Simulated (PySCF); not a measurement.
Species: C₉H₁₄.
SMILES with atom numbers: `[CH2:1]=[CH:2][C:3]([CH3:4])([CH:5]=[CH2:6])[CH:7]1[CH2:8][CH2:9]1` (hydrogens: H10, H11 on C1; H12 on C2; H13, H14, H15 on C4; H16 on C5; H17, H18 on C6; H19 on C7; H20, H21 on C8; H22, H23 on C9)

Geometry (PBE0-D3(BJ)/def2-SVP, Å), atoms numbered from 1 in this order:
```
atom  x, y, z in Å
C1    -0.1314    2.6019   -0.4751
C2    -0.9146    1.5471   -0.2481
C3    -0.4775    0.1672    0.2047
C4    -1.3216   -0.2357    1.4176
C5    -0.7103   -0.7471   -0.9803
C6    -1.4698   -1.8429   -1.0171
C7     0.9890    0.1611    0.6310
C8     2.1390   -0.0855   -0.3005
C9     1.7705   -1.1128    0.7300
H10    0.9529    2.5578   -0.3425
H11   -0.5549    3.5519   -0.8109
H12   -1.9957    1.6420   -0.4121
H13   -1.1529    0.4706    2.2439
H14   -1.0454   -1.2410    1.7694
H15   -2.3966   -0.2316    1.1810
H16   -0.2052   -0.4306   -1.9002
H17   -1.5755   -2.4188   -1.9402
H18   -2.0146   -2.2089   -0.1429
H19    1.1816    0.8935    1.4233
H20    1.9261   -0.3205   -1.3460
H21    3.0505    0.5001   -0.1545
H22    1.2869   -2.0271    0.3733
H23    2.4284   -1.2522    1.5917
```

Jobs on this species (23 atoms, 68 electrons) with PySCF (density fitting). Hardware of each: one thread of an Arm Neoverse N1 (shared host). Other jobs ran on the host; a repeat could differ by tens of per cent or more.

```csv
level and settings,work,basis functions,SCF cycles,wall time
"PBE0/pcSseg-1, IEF-PCM chloroform","shieldings, ring-centre shieldings",223,?,?
"PBE0/pcSseg-1, IEF-PCM acetone","shieldings, ring-centre shieldings, charges and field gradients",223,13,84 s
"PBE0-D3(BJ)/def2-SVP, grid level 1",geometry optimisation from a GFN2-xTB start,196,46,4.3 min
```

Task: Fill in the missing figures.

Result: 
- PBE0/pcSseg-1, IEF-PCM chloroform; shieldings, ring-centre shieldings: 75 s, 13 SCF cycles

Task: What do all jobs in the table cost together?

Result: About 7.0 min; the longest takes about 62 % of that, and about 3.4 times as long as the shortest.
